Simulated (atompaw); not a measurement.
# Varying the PAW (atompaw) potential for samarium (Sm)

Base potential:

atompaw 4.2.0.5 input, output lines left out:

```
Sm 62
GGA-PBE scalarrelativistic loggrid 2001 logderivrange -5 5 251
6 6 5 4 0 0
6 0 1.5
6 1 0
5 2 0.5
4 3 6
0 0 0
c
c
c
c
v
v
c
c
c
v
v
c
c
v
v
3
3.00 2.20 2.00 1.50
n
n
y
3
n
y
0.45
n
custom polynom gramschmidtortho sinc
4 -0.5 troulliermartins
2.55
3.00
2.20
2.50
3.00
3.00
1.70
1.70
```

All-electron outer shells of the reference configuration (PBE, scalar-relativistic, ld1.x):

```csv
shell,level (eV),outermost node (bohr),outermost maximum (bohr)
4p,-246.92,0.30,0.56
4d,-128.24,0.28,0.59
5s,-42.65,0.69,1.27
5p,-22.65,0.73,1.43
6s,-3.37,1.70,3.71
4f,-1.90,–,0.61
5d,-1.36,0.84,2.22
6p,-1.11,2.07,5.13
```

Cutoffs, loose and tight: the cutoffs (Ry, on a coarse ladder) from which the occupation-weighted sum of valence levels, in a spherical-Bessel basis at the reference potential, stays within 10 and 1 mRy of its value at 400 Ry. They see the waves, projectors and local potential, not the compensation charge or the core. A dash means not determined.

A true bound ghost makes a file unfit for plane-wave use even where its test errors are small: the radial tests pick states by their node count and pass the ghost by.

```tsv
change	outcome	cutoff, loose	cutoff, tight	bound ghosts
base	generated	60 Ry	100 Ry	none
wave 5d (bound): rc 3.00 bohr becomes 5d (bound): rc 2.62 bohr	generated	60 Ry	100 Ry	none
augmentation sinc compensation charge, radius 2.60 bohr; PAW radius 3.00 bohr; waves and projectors: custom polynom gramschmidtortho	generated	60 Ry	100 Ry	none
core correction smooth core density matched at 2.82 bohr	generated	60 Ry	100 Ry	none
wave 4f (bound): rc 1.70 bohr becomes 4f (bound): rc 1.94 bohr	generated	45 Ry	60 Ry	none
augmentation sinc compensation charge, radius 2.20 bohr; PAW radius 3.00 bohr; waves and projectors: custom rrkj vanderbiltortho	generated	45 Ry	80 Ry	none
reference 4f5 5s2 5p6 5d1 6s2 6p0	generated	60 Ry	100 Ry	none
wave 4f channel at 0.45 Ry: rc 1.70 bohr becomes 4f channel at -0.17 Ry: rc 1.70 bohr	generated	60 Ry	100 Ry	none
local potential troulliermartins scheme with l = 4 at -0.5 Ry, radius 1.64 bohr	generated	60 Ry	100 Ry	s
augmentation sinc compensation charge, radius 2.20 bohr; PAW radius 3.00 bohr; waves and projectors: modrrkj vanderbiltortho	generated	45 Ry	80 Ry	none
reference 4f6 5s2 5p6 5d0 6s2 6p0	generated	60 Ry	100 Ry	none
```

(1) What comes out with this change to the base: all radii scaled by about 0.85 (s 2.16, p 1.86, d 2.54, f 1.44 bohr); local potential troulliermartins scheme with l = 4 at -0.5 Ry, radius 1.70 bohr; augmentation sinc compensation charge, radius 1.86 bohr; PAW radius 2.54 bohr; waves and projectors: custom polynom gramschmidtortho; core correction smooth core density matched at 1.26 bohr?

Results:

(1) outcome: generated; cutoff, loose: 90 Ry; cutoff, tight: 140 Ry; bound ghosts: none.
